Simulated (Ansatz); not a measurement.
Dissociation curve of HBr (cation, charge +1), lowest doublet found (which spin is the ground state isn't settled by this scan).

Computed with full CI/aug-cc-pVDZ, cores with 3d frozen run with Ansatz (a program for electronic structure).

Task: Relative to R = 1.48 Å, what are the energies at R = 1.54, 1.69, 2.05, 2.65 Å?

Result: 1.3 kcal/mol at 1.54 Å, 9.0 kcal/mol at 1.69 Å, 35.3 kcal/mol at 2.05 Å, 67.9 kcal/mol at 2.65 Å.
